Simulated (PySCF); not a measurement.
# What PySCF settings do for NaGa

Base input, run as `python input.py` with PySCF 2.14:

```python
from pyscf import gto, scf, mp

mol = gto.M(
    atom='Na 0 0 0; Ga 0 0 2.78',
    basis='x2c-svpall',
    charge=0,
    spin=0,
    verbose=3,
)
mf = scf.RHF(mol)
mf = mf.sfx2c1e()
mf.kernel()
mp.MP2(mf, frozen=10).kernel()
mf.dip_moment()
print('orbital energies (hartree):', mf.mo_energy[..., max(0, mol.nelec[1]-3):mol.nelec[0]+3].round(4))
```

Base result: E(SCF) = -2103.823644 Eh, E(MP2) − E(SCF) = -0.20114 Eh, μz(SCF) = -3.31 D. At this level a UHF run with spin=2 ends 0.42 eV lower; the true order of the states can differ. Stability towards an unrestricted solution was not tested. The bond length is a typed value, not an optimised one.

Wall time 1.5 s on one thread of a shared host.

Each row names what differs from the base; energies in brackets are changes from the base.

| change | result |
| --- | --- |
| basis set: x2c-svpall → pcseg-1; spin-free X2C: on → off | E(SCF) = -2084.785577 Eh, E(MP2) − E(SCF) = -0.06237 Eh, μz(SCF) = -3.74 D |
| PCM solvent, dielectric constant: none → 32.6; step after the SCF: mp2 → analyze | E(SCF) = -2103.834232 Eh (-0.2881 eV), μz(SCF) = -8.80 D |
| geometry: bond 2.78 → bond 2.863 | E(SCF) = -2103.826592 Eh (-0.0802 eV), E(MP2) − E(SCF) = -0.20072 Eh, μz(SCF) = -3.29 D |
| electric field along z (a.u.): none → 0.05 [may be another electronic state] | E(SCF) = -2104.143394 Eh (-8.7009 eV), E(MP2) − E(SCF) = -0.17924 Eh, μz(SCF) = 30.81 D |
| functional: none (Hartree–Fock) → wb97x; SCF type: RHF → RKS; step after the SCF: mp2 → analyze | E(SCF) = -2105.978624 Eh, μz(SCF) = -3.12 D |
| frozen orbitals: 10 → 11 | E(SCF) = -2103.823644 Eh (+0.0000 eV), E(MP2) − E(SCF) = -0.20080 Eh, μz(SCF) = -3.31 D |
| basis set: x2c-svpall → ano-rcc-vdzp | E(SCF) = -2104.235749 Eh (-11.2140 eV), E(MP2) − E(SCF) = -0.36124 Eh, μz(SCF) = -2.49 D |
| geometry: bond 2.78 → bond 8.34 [stretched restricted solution, likely unstable] | not converged: SCF |
| length unit: angstrom → bohr [unsound on purpose] | E(SCF) = -2103.350189 Eh (+12.8834 eV), E(MP2) − E(SCF) = -0.21349 Eh, μz(SCF) = 1.63 D |
| functional: none (Hartree–Fock) → o3lyp; SCF type: RHF → RKS; step after the SCF: mp2 → analyze | E(SCF) = -2106.300981 Eh, μz(SCF) = -1.89 D |
| spin (2S): 0 → 2; SCF type: RHF → UHF [a high spin state] | E(SCF) = -2103.839195 Eh (-0.4232 eV), E(MP2) − E(SCF) = -0.18854 Eh, ⟨S²⟩ = 2.019, μz(SCF) = -4.96 D |
| Cartesian functions: off → on | E(SCF) = -2103.835116 Eh (-0.3122 eV), E(MP2) − E(SCF) = -0.21100 Eh, μz(SCF) = -3.11 D |
| charge: 0 → 1; spin (2S): 0 → 1; SCF type: RHF → UHF [another spin of the ion may lie lower] | E(SCF) = -2103.675775 Eh (+4.0237 eV), E(MP2) − E(SCF) = -0.17820 Eh, ⟨S²⟩ = 0.762 |
| basis set: x2c-svpall → def2-tzv2p [unsound on purpose] | stops with BasisNotFoundError (def2-tzv2p) |
| functional: none (Hartree–Fock) → lc_wpbe; SCF type: RHF → RKS; step after the SCF: mp2 → analyze | E(SCF) = -2105.620554 Eh, μz(SCF) = -3.82 D |
| step after the SCF: mp2 → frequency [not at a minimum] | E(SCF) = -2103.823644 Eh (+0.0000 eV), μz(SCF) = -3.31 D, wavenumbers 247 cm⁻¹ |
| electric field along z (a.u.): none → 0.001 | E(SCF) = -2103.822474 Eh (+0.0318 eV), E(MP2) − E(SCF) = -0.20142 Eh, μz(SCF) = -2.63 D |
| DIIS space: default → 20 | E(SCF) = -2103.823644 Eh (+0.0000 eV), E(MP2) − E(SCF) = -0.20114 Eh, μz(SCF) = -3.31 D |
| spin (2S): 0 → 44 [unsound on purpose] [runs as restricted open-shell] | stops with AssertionError |
| step after the SCF: mp2 → tda; number of roots: default → 5 | E(SCF) = -2103.823644 Eh (+0.0000 eV), μz(SCF) = -3.31 D, first singlet excitations without spin–orbit coupling 0.49, 0.49, 2.57, 3.74, 3.74 eV |

**Question.** Order these changes by how far they move the SCF energy from the base, largest first: (1) Cartesian functions: off → on; (2) PCM solvent, dielectric constant: none → 32.6; step after the SCF: mp2 → analyze; (3) electric field along z (a.u.): none → 0.05; (4) geometry: bond 2.78 → bond 2.863.

**Answer.** (3) -8.7009 eV, (1) -0.3122 eV, (2) -0.2881 eV, (4) -0.0802 eV.
